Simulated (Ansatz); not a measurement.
The lowest singlet and triplet of AsH (SMILES [AsH]); geometries from B3LYP-D3(BJ)/def2-TZVP, each state relaxed from the structure named, with no frequency check, low spin by broken symmetry.
Singlet (charge 0, multiplicity 1):
```xyz
2

As     0.0000     0.0000    -0.0452
H      0.0000     0.0000     1.4900
```
Triplet (charge 0, multiplicity 3):
```xyz
2

As     0.00000     0.00000    -0.04516
H      0.00000     0.00000     1.49036
```

| level | gap E(singlet) − E(triplet), adiabatic (eV) | cost |
|---|---|---|
| R-HF/cc-pVDZ | 1.956 | - |
| R-SVWN5/def2-TZVPP | 1.272 | ×0.6 |
| R-PBE/def2-TZVPP | 1.400 | ×1 |
| U-r2SCAN/def2-TZVPP (spin-contaminated) | 0.318 | ×4 |
| R-BHLYP/def2-TZVPP | 1.370 | ×1 |
| U-BHLYP/def2-TZVPP (spin-contaminated) | 0.280 | ×3 |
| R-wB97X-V/def2-TZVPP | 1.194 | ×2 |
| R-wB97M-V/def2-TZVPP | 1.254 | ×2 |
| U-B2PLYP/def2-TZVPP (spin-contaminated) | 0.340 | ×3 |
| R-SCS-MP2/cc-pVDZ | 1.526 | - |
| R-CCSD/cc-pVDZ | 1.397 | - |
| R-CCSD/cc-pVTZ | 1.258 | - |
| R-CCSDT/cc-pVQZ | 0.962 | - |
| R-CCSDT(Q)/cc-pVQZ | 0.932 | ×100 |
| SA-CASSCF(6,5)/cc-pVDZ | 1.308 | - |
| SA-CASSCF(6,5)/cc-pVTZ | 1.199 | - |
| SA-CASSCF(6,5)/cc-pVQZ | 1.179 | - |
| FIC-MRCISD+Q on SA-CASSCF(6,5)/cc-pVTZ | 0.957 | - |
| FIC-MRCISD+Q on SA-CASSCF(6,5)/cc-pVQZ | 0.904 | - |
| FCI/cc-pVDZ | 1.148 | ×2 |

The rows run from 0.280 (U-BHLYP/def2-TZVPP (spin-contaminated)) to 1.956 eV (R-HF/cc-pVDZ). The 5 R-functionals in def2-TZVPP without D3 or D4 span 0.206, from R-wB97X-V to R-PBE.

A positive gap puts the triplet lower; no zero-point energy. R- takes a restricted singlet, here one determinant of a half-filled degenerate or near-degenerate pair, which mixes singlet states. U- takes an unrestricted singlet (broken symmetry where lower, unprojected). The triplet is unrestricted in single-reference levels. Active spaces average the two states.

Cores are frozen in the correlated methods. Filled d and f shells under p-block atoms count as core.

Doubts at one or more of the structures used: a restricted determinant that unrestricted orbitals would lower (R-HF/cc-pVDZ, R-SVWN5/def2-TZVPP, R-PBE/def2-TZVPP, R-BHLYP/def2-TZVPP, R-wB97X-V/def2-TZVPP, R-wB97M-V/def2-TZVPP, R-SCS-MP2/cc-pVDZ, R-CCSD/cc-pVDZ, R-CCSD/cc-pVTZ, R-CCSDT/cc-pVQZ, R-CCSDT(Q)/cc-pVQZ); other coupled-cluster roots lie near (R-CCSDT/cc-pVQZ, R-CCSDT(Q)/cc-pVQZ).

Programs: Ansatz (a first-principles code). 

Costs are rough ratios of core time to R-PBE/def2-TZVPP (about 1.5 s over the structures, on one shared machine); a dash marks a level with no comparable run of its own.
